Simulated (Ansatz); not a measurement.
# Loss of CH4: C3H7Cl3Si → C2H3Cl3Si + CH4

Species: C3H7Cl3Si `CC(C)[Si](Cl)(Cl)Cl`, singlet; C2H3Cl3Si (vinyltrichlorosilane) `C=C[Si](Cl)(Cl)Cl`, singlet; CH4 (methane) `C`, singlet. This is a balance of energies; it says nothing on the path, which may need atoms to shift.

Shapes, held fixed at every level: PBE0-D4/def2-TZVP. Programs: Ansatz 0.2.0. The zero-point and thermal change to 298 K, harmonic and unscaled (PBE0-D4/def2-TZVP), is -12.4 kJ/mol.

**Question.** Estimate ΔH(298 K) of this reaction.

**Answer.** The highest level, CCSD(T)/CBS estimate, gives ΔH(298 K) = +83.6 kJ/mol; the levels span +49.6 to +103.9. The column of differences is taken from that level and isn't an error. No measured value is set beside it here. The CBS estimate extrapolates MP2 from def2-TZVPP and def2-QZVPP and adds CCSD(T) − MP2 in the triple-zeta set, cores frozen.

| level | kind | ΔH(298 K) (kJ/mol) | less CCSD(T)/CBS estimate |
| --- | --- | --- | --- |
| HF/def2-TZVPP | Hartree–Fock | +49.6 | -34.0 |
| PBE-D4/def2-TZVPP | GGA | +89.4 | +5.8 |
| r2SCAN-D4/def2-TZVPP | meta-GGA | +88.2 | +4.6 |
| PBE0-D4/def2-TZVPP | global hybrid | +100.0 | +16.4 |
| MP2/def2-SVP | perturbation theory | +103.9 | +20.3 |
| MP2/def2-TZVPP | perturbation theory | +94.3 | +10.7 |
| CCSD/def2-TZVPP | coupled cluster or CI | +82.0 | -1.6 |
| CCSD(T)/CBS estimate | coupled cluster or CI | +83.6 | 0.0 |
